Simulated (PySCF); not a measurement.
Job for PySCF: U-HF/LANL2DZ on CdFH (SMILES [F][CdH]), a point of a bond scan (R = 4.415 Å).

```python
from pyscf import gto, scf, dft, mp
from pyscf.data.elements import chemcore

mol = gto.M(
    atom='''
    Cd   -0.00000000   -0.00000000   -0.27480080
    H     0.00000000    0.00000000   -4.68956726
    F     0.00000000    0.00000000    1.67781534
    ''',
    basis='lanl2dz',
    ecp={'Cd': 'lanl2dz'},
    charge=0, spin=0, verbose=3, max_memory=1800)
mf = scf.UHF(mol)
mf.conv_tol = 1e-8
mf.max_cycle = 100
mf.init_guess_breaksym = True
mf.kernel()
if not mf.converged:
    mf = mf.newton().run(mf.mo_coeff, mf.mo_occ)
for _ in range(4):
    mo, _, stable, _ = mf.stability(return_status=True)
    if stable:
        break
    mf.kernel(mf.make_rdm1(mo, mf.mo_occ))
```

Output:

```
converged SCF energy = -146.382377089093  <S^2> = 3.0335248e-07  2S+1 = 1.0000006
<class 'pyscf.scf.uhf.UHF'> wavefunction has an internal instability
converged SCF energy = -146.516514779793  <S^2> = 1.0003016  2S+1 = 2.2363377
<class 'pyscf.scf.uhf.UHF'> wavefunction is stable in the internal stability analysis
```

The calculation finished and met its thresholds. Its determinant has ⟨S²⟩ = 1.00, a mixture of spin states.

Cost: about 1.0 core-seconds (a rough figure).
